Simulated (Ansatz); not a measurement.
Te(OMe)(GeH3) (CH6GeOTe), SMILES CO[Te][GeH3].

Geometry: PBE-D3(BJ)/def2-SVP. The structure was generated by enumeration, and PubChem lists no compound with its InChIKey, so it may never have been made. The def2 effective core potentials stand for the cores of Te; spin–orbit coupling is left out. The values are those of a single conformer.

Two levels are set side by side: PBE/def2-SVPD (Ansatz, a first-principles code) and CAM-B3LYP/def2-SVPD (Ansatz). Energy differences of separate SCF runs at the same geometry; the states with an electron removed or added have multiplicity 2 and 2. Differences are taken from unrounded values.

| quantity | CAM-B3LYP | PBE | PBE minus CAM-B3LYP |
|---|---|---|---|
| vertical ionisation energy (eV) | 8.44 | 8.21 | -0.23 |
| vertical electron affinity (eV) | 0.48 | 0.55 | 0.07 |
| vertical singlet–triplet gap (eV) | 2.26 | 2.13 | -0.13 |
